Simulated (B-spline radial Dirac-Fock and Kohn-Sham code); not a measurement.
Kohn-Sham estimates against Dirac-Fock for the levels of Dy³⁷⁺

System: the Dy³⁷⁺ ion, configuration [Ar] 3d10 4s1.

The density-functional columns are spherical, spin-unpolarised Dirac-Kohn-Sham results without Breit or QED terms: −ε is minus the orbital energy of the initial state and ΔSCF the difference of two total energies. The reference in the last column comes from relaxed Dirac-Fock hole states (ΔSCF) with Breit and QED corrections and a finite nucleus. All numbers are from an atomic code on a B-spline grid, in eV; a selection of levels is shown. The Kohn-Sham columns are given as differences from the reference. For the 1s level of heavy atoms much of the gap between ΔSCF and the reference is the Breit and QED part, -238.7 eV here; for other levels the error of the functional can be larger.

```
     level  LDA −ε − DF  LDA ΔSCF − DF  Dirac-Fock
    K (1s)       -277.5         +228.2     55427.2
   L1 (2s)       -169.3          -55.2     10653.6
L2 (2p1/2)       -129.4           +8.9     10190.1
L3 (2p3/2)       -137.8          -11.6      9395.2
M2 (3p1/2)        -73.7          -22.6      3360.7
M3 (3p3/2)        -72.8          -24.1      3185.7
M4 (3d3/2)        -53.2           +1.7      2856.7
M5 (3d5/2)        -54.1           -0.2      2818.9
   N1 (4s)        -16.8           +6.6      1690.0
```

For the outermost level NIST gives 1691.7 ± 0.3 eV (semi-empirical); the differences from it are LDA −ε -18.52, LDA ΔSCF +4.88, Dirac-Fock -1.67 eV.

Values without a named source are computed, but for edge energies of neutral atoms, which are taken from tables.
